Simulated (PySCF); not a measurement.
Ionisation energy of Te⁺ by level of theory

Te⁺ [Kr] 4d10 5s2 5p3 (4S) → Te²⁺ [Kr] 4d10 5s2 5p2 (3P), as a difference of total energies. Calculation: PySCF 2.14, in dyall-av2z (22s16p12d, 130 functions); the non-relativistic Hamiltonian (point nucleus). Correlated levels: valence: [Kr] 4d10 frozen; virtual orbitals above 40 to 60 times the deepest correlated orbital energy dropped. The calculations carry no spin-orbit coupling.

Q: Order these methods by the ionisation energy they give, lowest first.
A. r2SCANh
B. LC-wPBE
C. PBE0
D. MP2 (valence)

A: D (18.612 eV), C (18.804 eV), B (18.880 eV), A (18.950 eV).

A first-order spin-orbit estimate (lowest level to lowest level, LS coupling) adds -0.494 eV.

These non-relativistic numbers lack the scalar-relativistic shift.

For comparison: 18.6 ± 0.4 eV (measured; NIST Atomic Spectra Database, ionization energies).
